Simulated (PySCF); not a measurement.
Computed beside measured shifts

System: MePh2Si(SeBu) (C17H22SeSi), SMILES CCCC[Se][Si](C)(c1ccccc1)c1ccccc1.

Atom-mapped SMILES (hydrogens are numbered by the atom that bears them): [CH3:1][CH2:2][CH2:3][CH2:4][Se:5][Si:6]([CH3:7])([c:8]1[cH:9][cH:10][cH:11][cH:12][cH:13]1)[c:14]1[cH:15][cH:16][cH:17][cH:18][cH:19]1

Method: GIAO PBE0/pcSseg-2, gas phase, PySCF SCF with an in-house response code, fitting set def2-universal-JFIT up to Ne and JKFIT beyond, grid level 2, non-relativistic, geometry: PBE0-D3(BJ)/def2-SVP.

One optimised conformer. Values are averaged over the atoms that symmetry or fast rotation interchanges, on this one geometry and without vibrational averaging. Shifts are the reference shielding less the shielding here, at the same level (13C, 1H, 29Si against isolated TMS; 77Se against isolated Me2Se); nuclei without a reference have shieldings only.

Spin-orbit coupling is left out, which matters for the heavier atoms here.

What shifts does this level give for Si6, Se5, and how do they compare with measurement?


```
atom  nucleus  computed / ppm  measured / ppm  computed less measured  measured against  medium of the measurement
 Si6     29Si            13.0             2.2                    10.8               TMS                   solution
 Se5     77Se          -161.3            -134                   -27.3             Me2Se                   solution
```

Measured values: U. Herzog, Habilitationsschrift, TU Bergakademie Freiberg, 2002/2003.
